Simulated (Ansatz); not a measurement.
Mulliken charges of `OB(O)SC(F)(F)F` from ωB97M-V/def2-TZVPP in Ansatz (PBE0-D4/def2-TZVP geometry).

```csv
atom,x (Å),y (Å),z (Å),charge (e)
O1,-2.186,0.161,-1.218,-0.273
B2,-1.053,-0.132,-0.538,0.272
O3,-0.647,-1.413,-0.388,-0.284
S4,-0.217,1.376,0.125,-0.064
C5,1.338,0.685,0.713,0.414
F6,2.024,1.635,1.335,-0.141
F7,1.169,-0.330,1.583,-0.172
F8,2.102,0.204,-0.272,-0.151
H9,-2.645,-0.628,-1.520,0.196
H10,0.114,-1.557,0.179,0.204
```

Q: By hand: the dipole of these point charges (1 e Å = 4.8032 D).

A: Σ q r = (-0.237, -0.128, -0.097) e Å, of length 0.286 e Å = 1.37 D.

Q: How does the dipole of the full density compare? (Estimate.)

A: Computed: (-0.164, -0.314, -0.048) e Å, 1.72 D; the point charges give 0.80 times that, at 35° from its direction.

Point charges leave out the atoms' own dipoles, such as those of lone pairs, and Mulliken's split depends on the basis, so the two needn't agree.
